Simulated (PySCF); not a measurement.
C₅H₄F₄ (charge +1 and doublet state).
Cartesian coordinates in Å at the GFN2-xTB level; atoms count from 1:
```
atom  x, y, z in Å
F1    -1.132    1.687    0.018
C2    -0.955    0.543   -0.637
C3    -1.599   -0.722   -0.054
C4    -0.408   -1.234    0.299
C5     0.405   -0.178   -0.402
C6     1.452    0.534    0.528
F7     0.921    0.875    1.687
F8     2.470   -0.279    0.744
F9     1.877    1.619   -0.096
H10   -1.280    0.701   -1.684
H11   -2.629   -1.042   -0.083
H12   -0.071   -2.018    0.965
H13    0.944   -0.485   -1.303
```

The hyperfine couplings belong to this conformer and change with its torsions.

The species is `F[C@@H]1[CH+][CH][C@@H]1C(F)(F)F` [radical] (charge +1).

Method used: UKS B3LYP, pcH-1 on C F H, non-relativistic, mean-field spin-orbit, GIAO (PySCF 2.14.0). Geometry: GFN2-xTB; no solvent, vibrations or thermal averaging. Couplings are sensitive to structure, and on GFN2-xTB geometries they can be far from those on DFT ones, by a factor of two or more for some ions and for spin on atoms past the first row. Stability of the SCF solution: not tested.

Task: Give the principal g shifts and their parts.

Result: 
```tsv
Δg (ppm)	1	2	3
relativistic mass correction	-171	-171	-171
gauge correction	11	27	41
orbital Zeeman/spin–orbit	263	1425	3504
total	104	1281	3375
```

So g = 2.00242, 2.00360, 2.00569 and g_iso = 2.00391; the tensor is rhombic: the two nearest values differ by 36 % of g3 − g1. 

Task: At 9.346 GHz, how far is the centre of the isotropic spectrum from where a free electron (g = 2.002319) resonates?

Result: B = hν/(g μB) with μB/h = 13.99624 MHz/mT gives 333.49 mT for the free electron and 333.22 mT at g_iso, 0.26 mT lower.

Task: What are the electron Larmor frequencies g μB B/h along the three axes at 350 mT?

Result: 9.8092, 9.8150, 9.8253 GHz for g1, g2 and g3, a range of 16.0 MHz.

Task: What effective moment and Curie constant follow for a powder?

Result: With the mean of g² = 4.0156 and S(S+1) = 0.75: μ_eff = √(⟨g²⟩S(S+1)) = 1.735 μB and χT = 0.12505·⟨g²⟩·S(S+1) = 0.377 cm³ K/mol (cgs; spin-Hamiltonian part alone).

Task: In a frozen sample, at which fields do the three g values resonate at 9.5, 34, 94 and 263 GHz (hyperfine left aside), and which band first spreads them over more than twice a line width of 1.0 mT?

Result: 
```json
{"band": "X", "GHz": "9.5", "B(g3) mT": "338.41", "B(g2) mT": "338.77", "B(g1) mT": "338.97", "spread mT": "0.55"}
{"band": "Q", "GHz": "34.0", "B(g3) mT": "1211.16", "B(g2) mT": "1212.43", "B(g1) mT": "1213.14", "spread mT": "1.98"}
{"band": "W", "GHz": "94.0", "B(g3) mT": "3348.51", "B(g2) mT": "3352.01", "B(g1) mT": "3353.98", "spread mT": "5.47"}
{"band": "J", "GHz": "263.0", "B(g3) mT": "9368.70", "B(g2) mT": "9378.49", "B(g1) mT": "9384.01", "spread mT": "15.30"}
```

The spread grows in proportion to the frequency. W band is the first where it exceeds 2.0 mT.

The largest Mulliken spin populations are on C3 (+0.43) and C4 (+0.35).

The HOMO–LUMO gaps are 6.62 eV among the α and 2.67 eV among the β orbitals.
